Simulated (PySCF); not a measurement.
## He⁺ (helium, charge +1) across methods

2p1, 2P determinant (an excited configuration). Calculation: PySCF 2.14, in aug-cc-pVQZ (5s4p3d2f, 46 functions); no relativity, point nucleus.

```tsv
method	E (hartree)	mean ε 2p α (eV)	Σ⟨r²⟩ (bohr²)	⟨S²⟩
M06	-0.5192	-10.897	5.970	0.750
PBE	-0.5196	-10.157	6.001	0.750
r2SCAN	-0.5122	-10.284	6.032	0.750
UHF	-0.49288	-13.412	6.093	0.750
r2SCAN0	-0.5073	-11.070	6.048	0.750
B3LYP	-0.5187	-10.847	5.999	0.750
LDA	-0.4998	-9.733	6.129	0.750
PBE0	-0.5144	-11.045	6.031	0.750
```

For one electron the Hartree and exchange-correlation energies should cancel; what remains is the self-interaction error. The outer electron is Rydberg-like, and this basis confines it to a smaller radius and binds it less than a complete one would.
